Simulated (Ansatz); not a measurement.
`C[SiH2]C(C)=S` + `[SiH3][TeH]` → `C[SiH2][Te][SiH3]` + `CC=S` at 400 K and 1 bar (ligand exchange at the Si–C bond).

Isolated molecules relaxed with PBE0-D4/def2-TZVP in Ansatz; ΔE leaves out vibrations. CCSD(T)/CBS is the MP2 limit (def2-TZVPP, def2-QZVPP) plus CCSD(T) − MP2 in def2-TZVPP, frozen cores. def2 core potentials past Kr. For Te outer-core shells are correlated without core-valence functions, which leaves a few kJ/mol of doubt a bond. One conformer a species, not always the lowest.

| species | CCSD(T)/CBS energy (Eh) | H − E (kJ/mol) | S (J/(mol·K)) |
| --- | --- | --- | --- |
| `C[SiH2]C(C)=S` | -805.81723 | 294.2 | 412.1 |
| `[SiH3][TeH]` | -559.21313 | 104.4 | 319.1 |
| `C[SiH2][Te][SiH3]` | -888.79691 | 247.8 | 443.7 |
| `CC=S` | -476.26007 | 160.4 | 291.1 |

H − E and S are ideal-gas, rigid-rotor, harmonic terms from PBE0-D4/def2-TZVP, for one conformer and one mirror image of each species. 1 Eh = 2625.50 kJ/mol, R = 8.31446 J/(mol·K).

Problem. By hand: ΔE, ΔH, ΔS and ΔG.

Solution. ΔE = (-888.79691) + (-476.26007) − (-805.81723) − (-559.21313) = -0.02662 Eh = -69.9 kJ/mol. Δ(H − E) = 247.8 + 160.4 − 294.2 − 104.4 = 9.6, so ΔH = -60.3 kJ/mol. ΔS = 443.7 + 291.1 − 412.1 − 319.1 = 3.6 J/(mol·K). ΔG = -60.3 − 400 × (3.6)/1000 = -61.7 kJ/mol.

Problem. By hand: the equilibrium constant, and the temperature at which ΔG would vanish if ΔH and ΔS stayed fixed.

Solution. log₁₀ K = −ΔG/(RT ln 10) = 8.1. ΔH and −TΔS have one sign here, so there is no such temperature. One of them is within its doubt of zero, so this could turn.

The number of gas molecules stays the same, so ΔS is small and ΔH decides. A doubt of 5 kJ/mol in ΔE shifts log₁₀ K by 0.7 here. Other conformers and mirror images would add mixing entropy, several J/(mol·K) or more a flexible species. Modes under 60 cm⁻¹, often nearly free rotors, make the harmonic entropy too high. These are equilibria of isolated gas molecules and say nothing of rates. Largest T1 diagnostic: 0.016 (customary marks: 0.02 for closed shells, 0.045 for open ones).
